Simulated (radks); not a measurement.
Question: All-electron atom: Pd I in [Kr] 4d10 (the NIST ground configuration). Method: Dirac Kohn-Sham, PBE, spin-unpolarised, spherical densities, finite nucleus; Fermi nuclear charge, rms radius 4.5318 fm; computed with a radial shooting solver on a logarithmic mesh with Libxc functionals. Some entries of the table are withheld. Estimate them.

orbital  occ.  eigenvalue (hartree)  r(max) (bohr)  <1/r> (bohr^-1)
1s1/2       2             -887.5553        0.02065              (1)
2s1/2       2             -129.5514         0.1169            11.09
2p1/2       2             -120.1676        0.09051            11.07
2p3/2       4             -114.3097        0.09468            10.43
3s1/2       2             -23.35643            (2)            3.863
3p1/2       2             -19.65241         0.3285            3.767
3p3/2       4             -18.63141         0.3383            3.612
3d3/2       4             -12.07348            (3)            3.444
3d5/2       6             -11.86992            (4)            3.404
4s1/2       2              -3.13399         0.8517            1.461
4p1/2       2              -1.99271         0.8937            1.335
4p3/2       4              -1.83006         0.9188            1.286
4d3/2       4              -0.15862          1.092           0.8920
4d5/2       6              -0.14264          1.105           0.8741

Answer: 
(1) 1s1/2 <1/r> (bohr^-1): 48.24
(2) 3s1/2 r(max) (bohr): 0.3420
(3) 3d3/2 r(max) (bohr): 0.2807
(4) 3d5/2 r(max) (bohr): 0.2836
